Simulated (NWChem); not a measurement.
System: C$_{4}$H$_{9}$O$_{2}$, doublet; SMILES COCC(C)[O]

Here is an NWChem input.

```
start job
memory heap 200 mb stack 900 mb global 1100 mb
geometry units angstroms noautosym nocenter noautoz
  C      0.522144    -1.846564    -0.477334
  O     -0.707343    -1.197093    -0.198955
  C     -0.639559    -0.294543     0.859915
  C      0.082200     1.077341     0.477059
  C     -0.585435     1.744275    -0.731287
  O      1.401341     0.815045     0.315896
  H      1.302498    -1.105234    -0.709980
  H      0.351227    -2.496436    -1.338656
  H      0.855687    -2.449339     0.380178
  H     -0.114597    -0.715510     1.728679
  H     -1.669360    -0.041374     1.129991
  H     -0.075956     1.676352     1.398929
  H     -0.052292     2.666136    -0.984170
  H     -0.557235     1.077089    -1.597335
  H     -1.631401     1.997198    -0.519626
end
basis spherical
  * library def2-svp
end
dft
  odft
  mult 2
  xc xpbe96 cpbe96
  iterations 150
end
cosmo
  do_cosmo_smd true
  solvent acetone
end
task dft energy
```

Excerpt of the output:

```
             Northwest Computational Chemistry Package (NWChem) 7.3.0
             --------------------------------------------------------

                             Geometry "geometry" -> ""
                             -------------------------

 Output coordinates in angstroms (scale by  1.889725989 to convert to a.u.)

  No.       Tag          Charge          X              Y              Z
 ---- ---------------- ---------- -------------- -------------- --------------
    1 C                    6.0000     0.52214400    -1.84656400    -0.47733400
    2 O                    8.0000    -0.70734300    -1.19709300    -0.19895500
    3 C                    6.0000    -0.63955900    -0.29454300     0.85991500
    4 C                    6.0000     0.08220000     1.07734100     0.47705900
    5 C                    6.0000    -0.58543500     1.74427500    -0.73128700
    6 O                    8.0000     1.40134100     0.81504500     0.31589600
    7 H                    1.0000     1.30249800    -1.10523400    -0.70998000
    8 H                    1.0000     0.35122700    -2.49643600    -1.33865600
    9 H                    1.0000     0.85568700    -2.44933900     0.38017800
   10 H                    1.0000    -0.11459700    -0.71551000     1.72867900
   11 H                    1.0000    -1.66936000    -0.04137400     1.12999100
   12 H                    1.0000    -0.07595600     1.67635200     1.39892900
   13 H                    1.0000    -0.05229200     2.66613600    -0.98417000
   14 H                    1.0000    -0.55723500     1.07708900    -1.59733500
   15 H                    1.0000    -1.63140100     1.99719800    -0.51962600

 Effective nuclear repulsion energy (a.u.)     256.8187059537

  pbe96 is a nonlocal functional; adding pw91lda local functional.

                                 NWChem DFT Module
                                 -----------------

 Summary of "ao basis" -> "ao basis" (spherical)
 ------------------------------------------------------------------------------
       Tag                 Description            Shells   Functions and Types
 ---------------- ------------------------------  ------  ---------------------
 C                          def2-svp                 6       14   3s2p1d
 O                          def2-svp                 6       14   3s2p1d
 H                          def2-svp                 3        5   2s1p

 in cosmo_initialize ...
 calling solv_data for solv:acetone

[...]

                                COSMO-SMD solvation results
                                ---------------------------

             internal energy in gas <Psi(g)|H|Psi(g)> =      -307.597883232415
         internal energy in solvent <Psi(s)|H|Psi(s)> =      -307.596955700957
                               delta internal energy  =         0.000927531458 (    0.58 kcal/mol)
   total free energy in solvent <Psi(s)|H+V/2|Psi(s)> =      -307.604691902425
 polarization energy contribution <Psi(s)|V/2|Psi(s)> =        -0.007736201468 (   -4.85 kcal/mol)
    total free energy in solvent including G(SMD-CDS) =      -307.606757037880
                       G(SMD-CDS) energy contribution =        -0.002065135454 (   -1.30 kcal/mol)
     1 M fixed-concentration free energy of solvation =        -0.008873805464 (   -5.57 kcal/mol)

                    DFT Final Alpha Molecular Orbital Analysis
                    ------------------------------------------

 Vector   23  Occ=1.000000D+00  E=-2.591069D-01
              MO Center=  3.6D-02, -5.7D-01,  1.2D-01, r^2= 3.2D+00
   Bfn.  Coefficient  Atom+Function         Bfn.  Coefficient  Atom+Function
  ----- ------------  ---------------      ----- ------------  ---------------
    20      0.377022   2 O  pz               75     -0.325319   6 O  py
    23      0.262554   2 O  pz               19     -0.222313   2 O  py
    78     -0.218692   6 O  py               95     -0.180743   9 H  s
   100     -0.172761  10 H  s                22     -0.154504   2 O  py
    32     -0.140149   3 C  px               31     -0.124149   3 C  s

 Vector   24  Occ=1.000000D+00  E=-2.051202D-01
              MO Center=  1.9D-01, -1.2D-01,  2.3D-01, r^2= 3.2D+00
   Bfn.  Coefficient  Atom+Function         Bfn.  Coefficient  Atom+Function
  ----- ------------  ---------------      ----- ------------  ---------------
    75      0.379377   6 O  py               19     -0.307157   2 O  py
    78      0.283059   6 O  py               22     -0.249265   2 O  py
    47     -0.225847   4 C  py               20      0.201306   2 O  pz
    33      0.193406   3 C  py               85      0.153374   7 H  s
   110     -0.149251  12 H  s                23      0.147261   2 O  pz

 Vector   25  Occ=1.000000D+00  E=-1.996365D-01
              MO Center=  9.8D-01,  9.5D-01,  2.9D-01, r^2= 1.6D+00
   Bfn.  Coefficient  Atom+Function         Bfn.  Coefficient  Atom+Function
  ----- ------------  ---------------      ----- ------------  ---------------
    76      0.584033   6 O  pz               79      0.427683   6 O  pz
    59      0.252220   5 C  s               110     -0.187697  12 H  s
    62      0.154165   5 C  pz               48     -0.148420   4 C  pz
   111     -0.145113  12 H  s                65      0.129628   5 C  pz
    60      0.119829   5 C  px               58      0.110921   5 C  s

 Vector   26  Occ=0.000000D+00  E= 4.468194D-02
              MO Center= -5.3D-01,  3.6D-01,  3.2D-01, r^2= 7.6D+00
   Bfn.  Coefficient  Atom+Function         Bfn.  Coefficient  Atom+Function
  ----- ------------  ---------------      ----- ------------  ---------------
    59      1.273061   5 C  s                31      0.829332   3 C  s
   106     -0.736092  11 H  s                 3      0.721772   1 C  s
   126     -0.701362  15 H  s               101     -0.657197  10 H  s
   111     -0.655204  12 H  s               116     -0.638620  13 H  s
    37      0.476377   3 C  pz              121     -0.469961  14 H  s

[...]
```

Level: PBE/def2-SVP, spin-unrestricted, SMD on the gas-phase geometry. All runs use the structure optimised with B3LYP/6-31G* (spherical d), spin-unrestricted. No stability test was run on the SCF state. Solvent: acetone.
